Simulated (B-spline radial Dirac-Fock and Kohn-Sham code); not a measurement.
# Dipole and non-dipole photoemission parameters of P 2p1/2

System: the P atom in the configuration [Ne] 3s2 3p3; threshold 136.0 eV (tabulated edge). Method: Dirac-Hartree-Slater photoionisation with a Latter tail; cross sections with all multipoles, angular parameters from the dipole term and its interference with E2. Computed with a radial B-spline solver.

For linearly polarised light dσ/dΩ = σ/(4π) [1 + β P₂(cos θ) + (δ + γ cos²θ) sin θ cos φ], with θ from the polarisation vector and φ the angle between the beam and the projection of the electron momentum on the plane normal to the polarisation.

```tsv
hν (eV)	σ (kb)	β	γ	δ
160	1410	0.759	-0.039	0.009
317	431	1.466	0.094	0.014
400	242	1.482	0.159	0.017
437	193	1.478	0.185	0.018
541	109	1.450	0.251	0.021
749	43.8	1.369	0.354	0.028
840	31.4	1.331	0.391	0.031
1220	10.2	1.185	0.511	0.046
1253.6	9.35	1.173	0.519	0.047
1260	9.21	1.171	0.521	0.048
1450	5.93	1.109	0.565	0.055
1486.9	5.47	1.097	0.573	0.057
1940	2.32	0.973	0.653	0.075
2310	1.30	0.890	0.702	0.090
2940	0.576	0.776	0.767	0.114
3930	0.210	0.647	0.840	0.150
4000	0.198	0.639	0.844	0.152
4090	0.183	0.630	0.850	0.155
4740	0.108	0.569	0.885	0.176
5300	?	?	?	?
5414.7	0.0671	0.518	0.918	0.197
6000	0.0462	0.481	0.944	0.214
6330	0.0380	0.463	0.958	0.223
6360	0.0374	0.461	0.959	0.224
9251.7	0.00934	0.345	1.065	0.296
9660	0.00794	0.334	1.079	0.305
11100	0.00470	0.296	1.124	0.336
```

Q: Give the values at 5300 eV.

A: σ = 0.0725 kb, β = 0.526, γ = 0.913, δ = 0.193.
